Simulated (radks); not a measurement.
Values are calculated unless marked as measured or tabulated.
All-electron atom: He+ in 1s1 (the NIST ground configuration).

Level of theory: scalar-relativistic Kohn-Sham, LDA (Slater exchange, Perdew-Wang correlation), spin-unpolarised, spherical densities, finite nucleus; Gaussian nuclear charge, rms radius 1.6755 fm; without spin polarisation the odd electron is poorly described (a radial shooting solver on a logarithmic mesh with Libxc functionals).

Energy parts (eV):
| part | energy |
|---|---|
| total | -50.645 |
| kinetic | 49.763 |
| electron-nucleus | -104.055 |
| Hartree | 16.116 |
| exchange-correlation | -12.468 |

Orbitals (lengths in bohr, moments of r in powers of bohr; r(90%) holds 90 % of the orbital's charge):
| orbital | occ. | eigenvalue (eV) | r(90%) | <r^4> | <1/r> |
|---|---|---|---|---|---|
| 1s | 1 | -38.3890 | 1.42 | 1.879 | 1.912 |

The highest occupied level is 1s at -38.389 eV. The electron density at the nucleus is 2.34 e/bohr^3 (large components only). Summed over all electrons, <r^2> = 0.8520 bohr^2, which gives a Langevin (diamagnetic) susceptibility term of -0.675 x 10^-6 cm^3/mol. The density falls to 0.001 e/bohr^3 at r = 2.05 bohr.
